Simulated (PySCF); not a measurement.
Compound: C₄H₁₄B₂N₂.
Atom-mapped SMILES: `[BH2-:1]1[NH2+:2][BH2-:3][NH+:4]1[CH:5]1[CH2:6][CH2:7][CH2:8]1` (hydrogens: H9, H10 on B1; H11, H12 on N2; H13, H14 on B3; H15 on N4; H16 on C5; H17, H18 on C6; H19, H20 on C7; H21, H22 on C8)

Method: PySCF 2.14.0, PBE0-D3(BJ)/def2-SVP geometry optimisation, gas phase; density fitting, grid level 1; the optimiser is geomeTRIC in internal coordinates, started from a GFN2-xTB structure with every atom displaced at random (about 0.01 Å).

Step 7: E = -8694.4273 eV
```
atom  x, y, z in Å  |  force x, y, z in eV/Å
B1     -1.6395   -0.9440    0.3135   -0.112   0.513   0.148
N2     -2.6949   -0.0026   -0.4368    0.140  -0.021   0.081
B3     -1.7104    1.2190   -0.1382    0.100  -0.184   0.117
N4     -0.6155    0.2780    0.5573   -0.284  -0.368  -0.159
C5      0.6748    0.1214   -0.0824    0.282   0.169   0.085
C6      1.7357    1.2245    0.1038   -0.017  -0.021  -0.067
C7      2.7983    0.1273    0.3307   -0.289  -0.008   0.270
C8      1.6632   -0.9112    0.4940    0.040  -0.003  -0.149
H9     -2.0949   -1.3662    1.3611    0.023  -0.051  -0.001
H10    -1.1589   -1.7692   -0.4256    0.066  -0.209  -0.111
H11    -3.6000    0.0529    0.0188   -0.043   0.022  -0.058
H12    -2.8335   -0.2024   -1.4221   -0.052  -0.039  -0.013
H13    -1.2685    1.7113   -1.1605   -0.048   0.079  -0.017
H14    -2.2006    1.9916    0.6648    0.013   0.076  -0.033
H15    -0.4946    0.4796    1.5464    0.043   0.030   0.022
H16     0.4913   -0.0647   -1.1478   -0.036  -0.027  -0.076
H17     1.8785    1.9136   -0.7412    0.006   0.026   0.032
H18     1.5542    1.8245    1.0087   -0.023  -0.008   0.028
H19     3.4437    0.2683    1.2089    0.101  -0.018  -0.064
H20     3.4246   -0.0635   -0.5461    0.108   0.003  -0.133
H21     1.4505   -1.1637    1.5439   -0.010   0.062   0.032
H22     1.7567   -1.8506   -0.0701   -0.007  -0.026   0.066
```

Step 8: E = -8694.4569 eV
```
atom  x, y, z in Å  |  force x, y, z in eV/Å
B1     -1.6578   -0.9435    0.3105    0.014   0.189   0.022
N2     -2.6968   -0.0038   -0.4550    0.026  -0.011   0.036
B3     -1.7021    1.2075   -0.1578    0.052  -0.037   0.040
N4     -0.6235    0.2625    0.5502   -0.089  -0.221  -0.096
C5      0.6859    0.1216   -0.0624   -0.013   0.048  -0.059
C6      1.7311    1.2267    0.1485    0.019   0.058   0.020
C7      2.8018    0.1260    0.2872   -0.030  -0.021   0.069
C8      1.6740   -0.9029    0.5173    0.031  -0.008  -0.021
H9     -2.1196   -1.3554    1.3597    0.011  -0.029   0.001
H10    -1.1844   -1.7946   -0.4193    0.007  -0.048  -0.005
H11    -3.6063    0.0703   -0.0102   -0.020   0.009  -0.028
H12    -2.8361   -0.2167   -1.4383   -0.002  -0.013   0.007
H13    -1.2560    1.6977   -1.1808   -0.022   0.034   0.000
H14    -2.1911    1.9976    0.6303    0.017   0.034  -0.018
H15    -0.5124    0.4735    1.5393    0.005   0.014   0.001
H16     0.5323   -0.0585   -1.1370   -0.042  -0.012   0.019
H17     1.8420    1.9760   -0.6493    0.003   0.008   0.041
H18     1.5694    1.7536    1.1033   -0.015   0.004  -0.018
H19     3.5301    0.2504    1.1014    0.049  -0.019  -0.056
H20     3.3471   -0.0561   -0.6501    0.012   0.017  -0.008
H21     1.4922   -1.0845    1.5887   -0.014   0.017  -0.003
H22     1.7407   -1.8736    0.0051    0.002  -0.011   0.056
```

Task: Estimate the geometry and energy of step 9. (The exact step hangs on the optimiser's Hessian estimate; all steps are aligned on step 8, rigid shifts and turns removed.)

Result: E = -8694.4645 eV, largest force 0.169 eV/Å
```
atom  x, y, z in Å  |  force x, y, z in eV/Å
B1     -1.6734   -0.9450    0.3013    0.061  -0.058  -0.038
N2     -2.6926   -0.0071   -0.4865   -0.056   0.001   0.002
B3     -1.6930    1.1969   -0.1819    0.006   0.064  -0.018
N4     -0.6374    0.2480    0.5491    0.073  -0.038   0.043
C5      0.6915    0.1236   -0.0252   -0.143  -0.022  -0.087
C6      1.7279    1.2285    0.2116    0.046   0.021  -0.004
C7      2.8000    0.1207    0.2153    0.046  -0.003   0.017
C8      1.6853   -0.8882    0.5609    0.042   0.020  -0.020
H9     -2.1497   -1.3516    1.3465   -0.002  -0.007  -0.002
H10    -1.1967   -1.8136   -0.4143   -0.026   0.046   0.038
H11    -3.6103    0.0818   -0.0609   -0.002  -0.003  -0.002
H12    -2.8207   -0.2313   -1.4691    0.027   0.005   0.010
H13    -1.2317    1.6837   -1.2009    0.001  -0.007   0.008
H14    -2.1863    2.0039    0.5871    0.010  -0.001  -0.003
H15    -0.5466    0.4692    1.5385   -0.029  -0.003  -0.004
H16     0.5695   -0.0516   -1.1063   -0.011  -0.005   0.047
H17     1.7937    2.0520   -0.5142    0.006  -0.014  -0.008
H18     1.6109    1.6569    1.2214   -0.010   0.012  -0.019
H19     3.6392    0.2216    0.9182    0.000  -0.006  -0.002
H20     3.2097   -0.0546   -0.7930   -0.037   0.012   0.048
H21     1.5578   -0.9707    1.6529   -0.013  -0.012  -0.004
H22     1.7134   -1.8993    0.1308    0.011  -0.003  -0.001
```

The energy changes by -0.0077 eV. The first-order estimate −F·Δx gives -0.0237 eV and the mean of the old and new forces, exact on a quadratic surface, -0.0039 eV. The step makes an angle of 82° with the force vector and moves no atom by more than 0.215 Å.

What follows is the cost of the whole optimisation. Time: 3.9 min of wall time; peak memory 0.94 GiB. Hardware: one thread of an Arm Neoverse V1, on a shared host.
